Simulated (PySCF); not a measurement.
**Computed properties of FH₂NSe, SMILES N[Se]F**

Se(F)(NH2) (FH2NSe), SMILES F[Se]N. Geometry optimised at PBE0-D3(BJ)/def2-TZVP. Other conformers were not sampled. All values are computed for the isolated molecule unless a solvent is named; none is compared with measurement here.

**Structure.** The optimised structure has Cs symmetry. All 9 harmonic modes at PBE0-D3(BJ)/def2-TZVP (PySCF) are real, so it is a minimum. With heavy atoms numbered as in [Se:1]([F:2])[NH2:3], the shortest bond between them is Se1–N3 at 1.765 Å and the longest Se1–F2 at 1.780 Å.

**Vibrations.** The strongest infrared lines (harmonic, unscaled, degenerate partners summed) lie at 503 cm⁻¹ (233 km/mol, H 62 %, N 36 %), 622 cm⁻¹ (80 km/mol, F 80 %, Se 19 %), 3678 cm⁻¹ (50 km/mol, H 91 %, N 9 %). The softest mode is at 260 cm⁻¹ and the zero-point energy is 18.0 kcal/mol.

**Electronic structure.** M06-2X/def2-TZVPD (PySCF) places the frontier levels at -8.00 and -0.29 eV, a gap of 7.71 eV, and gives a dipole moment of 2.33 D and a mean polarisability of 37.9 bohr³.

**Excitations.** TDA-ωB97X/def2-SVPD (PySCF) has S1 at 3.85 eV (322 nm, f = 0.001, dark); the most intense of the 10 singlets computed lies at 6.66 eV (f = 0.10). T1 (TDA) is at 2.99 eV, 0.86 eV under S1. No vertical singlet excitation falls in the visible range (under 3.1 eV).

**NMR.** GIAO shifts at HF/pcSseg-2 (PySCF) (non-relativistic, atoms alike by connectivity averaged): ¹H at 5.1 ppm against TMS; ¹⁹F at -260.4 ppm against CFCl3.
